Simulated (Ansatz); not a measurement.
Reaction (cleavage of the Al–Ga bond): `[CH3][Al]([GaH2])[Br]` + HCl → `[CH3][Al]([Cl])[Br]` + `[GaH3]`

Computed with Ansatz on PBE0-D4/def2-TZVP structures; ΔE is electronic, products minus reactants. CBS: MP2 limit from def2 TZ/QZ plus the TZ coupled-cluster correction, frozen cores. This one scheme is used for every species. DFT in def2-TZVPP. B3LYP here is the variant with VWN-RPA as its local correlation; programs differ in this. For Br, Ga outer-core shells are correlated without core-valence functions, which leaves a few kJ/mol of doubt a bond. Scalar relativity is left out up to krypton.

`[CH3][Al]([GaH2])[Br]`:

Z-matrix (Å, degrees):
```
C
Al 1 1.947
H 1 1.095 2 110.2
H 1 1.093 2 113.0 3 121.2
H 1 1.095 2 110.1 3 -117.6
Ga 2 2.510 1 132.1 3 -121.8
Br 2 2.286 1 115.6 3 58.2
H 6 1.578 2 122.2 1 -91.4
H 6 1.578 2 122.2 1 90.9
```

HCl:

```xyz
2

Cl   -0.001   -0.341    0.541
H     0.001    0.341   -0.541
```

`[CH3][Al]([Cl])[Br]`:

```xyz
7

C     0.120    0.484    0.851
Al   -0.132   -0.465   -0.809
Cl   -1.999   -1.251   -1.328
Br    1.539   -0.789   -2.280
H     1.149    0.827    0.970
H    -0.544    1.352    0.897
H    -0.134   -0.159    1.699
```

`[GaH3]`:

```xyz
4

Ga    0.000    0.000    0.000
H    -0.112   -1.025    1.182
H     1.113    1.105    0.023
H    -1.002   -0.079   -1.204
```

```json
{"level": "LDA (SPW92)", "ΔE (kcal/mol)": "-29.6", "difference from CCSD(T)/CBS": "2.9"}
{"level": "revPBE-D4", "ΔE (kcal/mol)": "-29.8", "difference from CCSD(T)/CBS": "2.7"}
{"level": "r2SCAN-D4", "ΔE (kcal/mol)": "-33.7", "difference from CCSD(T)/CBS": "-1.2"}
{"level": "B3LYP-D4", "ΔE (kcal/mol)": "-32.5", "difference from CCSD(T)/CBS": "0.0"}
{"level": "ωB97X-V", "ΔE (kcal/mol)": "-33.8", "difference from CCSD(T)/CBS": "-1.3"}
{"level": "PBE-QIDH", "ΔE (kcal/mol)": "-33.3", "difference from CCSD(T)/CBS": "-0.8"}
{"level": "revPBE", "ΔE (kcal/mol)": "-29.4", "difference from CCSD(T)/CBS": "3.1"}
{"level": "r2SCAN", "ΔE (kcal/mol)": "-33.7", "difference from CCSD(T)/CBS": "-1.2"}
{"level": "B3LYP", "ΔE (kcal/mol)": "-32.6", "difference from CCSD(T)/CBS": "-0.1"}
{"level": "CCSD(T)/def2-TZVPP", "ΔE (kcal/mol)": "-32.3", "difference from CCSD(T)/CBS": "0.2"}
{"level": "CCSD(T)/CBS", "ΔE (kcal/mol)": "-32.5", "difference from CCSD(T)/CBS": "0"}
```

Largest T1 diagnostic among the species: 0.013.

At CCSD(T), def2-SVP lies −2.2 kcal/mol from the extrapolated value and def2-TZVPP +0.2 kcal/mol. From PBE to PBE0 (25 % exact exchange), in def2-TZVPP and without D4, ΔE moves by −1.7 kcal/mol.
